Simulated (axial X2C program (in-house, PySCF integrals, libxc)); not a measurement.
**Testing model relations on NaI⁻**

A bond curve at the CCSD(T) level, two-component, was computed with an in-house all-electron X2C program for linear molecules (integrals from PySCF) (basis I dyall-acv3z [12s13p9d5f1g], Na dyall-av3z [10s9p5d2f] (cores contracted in-house)) for the state Ω = 1/2 (⟨Sz⟩ = 0.50, ⟨Lz⟩ = 0.00 at HF). Its fit gives Re = 2.9547 Å, ωe = 171.7 cm⁻¹, ωexe = 1.18 cm⁻¹ and αe = 8.865e-04 cm⁻¹; the masses are 126.9045 and 22.9898 u. Two-component means X2C with spin–orbit coupling and atomic mean-field Coulomb and Gaunt terms.

Correlated methods: 9 electrons correlated (number of frozen shells: I 4 s, 3 p, 2 d; Na 2 s, 1 p), 317 virtual spin orbitals or spinors in MP2, 90 natural virtuals in coupled cluster.

Q: Find the reduced mass, Be and the force constant.

A: From the CCSD(T) values: μ = 19.4638 u. Be = 16.8576/(μ Re²) = 0.09921 cm⁻¹. k = 5.8918×10⁻⁷ μ ωe² = 0.338 mdyn/Å.

Q: Estimate the centrifugal constant by the Kratzer relation.

A: D = 4Be³/ωe² = 1.32e-07 cm⁻¹.

Q: A Morse curve ties αe to the other constants (Pekeris). How well does that hold?

A: αe(Morse) = 6Be²/ωe × (√(ωexe/Be) − 1) = 8.422e-04 cm⁻¹; the CCSD(T) curve gives 8.865e-04 cm⁻¹, a ratio of 0.95.

Q: Where do the fundamental and the first overtone lie?

A: ν(1←0) = ωe − 2ωexe = 169.3 cm⁻¹; ν(2←0) = 2ωe − 6ωexe = 336.3 cm⁻¹.

Q: Estimate De from a Morse curve and compare with the computed well depth of 0.951 eV to I- + Na.

A: De(Morse) = ωe²/(4ωexe) = 0.774 eV against 0.951 eV computed, a ratio of 0.81. The extrapolation falls short: long-range attraction (ionic or ion–induced dipole) or a change of character along the curve can cause this.

The state is a single determinant with fixed occupations, the lowest that a limited PBE0 search found. De is counted from the lowest determinant-based energies of the atoms at the same level, without counterpoise correction. Coupled cluster ran in a truncated set of natural virtual spinors; the MP2 energy of the rest was added. (T) has no such correction and the atoms are truncated less, which lowers De at CCSD(T) by a hundredth of an eV or more. With the outer-core shells frozen, correlated bond lengths of heavy atoms tend to come out a few hundredths of an ångström too long.
